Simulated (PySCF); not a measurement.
How methods differ on the excitation energy of V+

V+ [Ar] 3d4 (5D) → V+ [Ar] 3d3 4s1 (5F), as a difference of total energies. All numbers are calculated (PySCF 2.14, the non-relativistic Hamiltonian (point nucleus), in aug-cc-pVTZ with one added diffuse shell each of s, p, d, f, g type (9s8p6d4f3g, 118 functions)). Correlated levels: valence: [Ar] frozen. The calculations carry no spin-orbit coupling.

Q: Order these methods by the excitation energy they give, lowest first.
A. PBE0
B. r2SCAN0
C. LDA
D. PBE

A: B (0.373 eV), A (0.637 eV), D (0.720 eV), C (0.914 eV).

These non-relativistic numbers lack the scalar-relativistic shift.

Errors of the correlated levels include the incompleteness of this basis and the frozen core.

For comparison: 0.337 eV (measured; NIST levels, between the centres of gravity of the two terms).
